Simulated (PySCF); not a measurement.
System (SMILES): [OH][Al]([F])[F].
Geometry (B3LYP-D3(BJ)/def2-TZVP, fixed):
```xyz
5

Al    -0.0065     0.0132    -0.0079
F     -1.3902    -0.8427    -0.2376
F      0.0720     1.5441    -0.5861
O      1.3237    -0.6222     0.7943
H      1.3595    -1.5063     1.1617
```
Charge 0, spin multiplicity 1.

Basis-set convergence of the mean static polarisability at PBE0 with PySCF. All functions are spherical. Density fitting with generated auxiliary sets. In sets without p functions on hydrogen, species with hydrogen take exact integrals. Species with rotatable bonds are taken in one conformer. No added dispersion term, no relativity. Reference: the value in aug-pcseg-2, 25.61 bohr³. Deviations are taken from unrounded values. Cost is core time over that of 6-31G**, rough, on shared machines of one kind; a dash marks a row that isn't timed (too short, read off another run, short of memory, by another algorithm or on other hardware).

```tsv
basis	functions	mean static polarisability (bohr³)	minus reference (%)	cost
3-21G	42	16.65	-35.0	-
6-31G	42	17.06	-33.4	-
pcseg-0	42	15.66	-38.8	-
6-31G**	65	18.87	-26.3	1×
def2-SVP	65	17.98	-29.8	1×
pcseg-1	65	18.32	-28.5	1×
6-31+G*	78	21.73	-15.1	-
6-311G**	86	18.61	-27.3	1×
def2-SVPD	101	25.12	-1.9	2×
6-311+G**	102	21.59	-15.7	2×
def2-TZVP	136	22.51	-12.1	3×
pcseg-2	138	21.55	-15.9	3×
cc-pV(T+d)Z	143	22.22	-13.2	4×
def2-TZVPP	149	22.81	-10.9	4×
jun-cc-pV(T+d)Z	179	25.31	-1.1	8×
def2-TZVPPD	185	25.69	0.3	7×
cc-pV(Q+d)Z	259	24.06	-6.0	10×
def2-QZVPP	271	24.60	-3.9	10×
```
